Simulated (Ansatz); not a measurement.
Species: sum formula BNH5, net charge 1, singlet state. It need not be the lowest isomer of its formula. 
Coordinates optimised at B3LYP-D3(BJ)/def2-TZVP (Ansatz, an electronic-structure program):
SMILES: B[NH3+]
```xyz
7

B     -0.9073     0.0420     0.1466
N      0.6244    -0.0274    -0.0870
H     -1.4665    -0.9934     0.1368
H     -1.3564     1.1212     0.2798
H      1.1357     0.7814     0.2790
H      1.0510    -0.8833     0.2824
H      0.8017    -0.0441    -1.1023
```
Charge +1, spin multiplicity 1.

Wanted: vertical ionisation energy (to the doublet state of charge +2; each state is the SCF solution reached for its spin), in eV. Valence correlation only, unless marked. UHF or UKS for open shells. No spin-orbit coupling. Non-relativistic. CBS marks a two-point X^-3 extrapolation of the correlation energy; Hartree-Fock from the larger set. [CCSD(T)-MP2]/basis is that difference in the basis named.

```
level           program  vertical ionisation energy (eV)
--------------  -------  -------------------------------
HF/aug-cc-pVDZ   Ansatz                            18.82
```

Predict the RI-MP2/CBS(aug-cc-pVTZ,aug-cc-pVQZ)+[CCSD(T)-MP2]/aug-cc-pVTZ result (Ansatz).

19.74 eV, so HF/aug-cc-pVDZ differs from it by -0.92 eV.
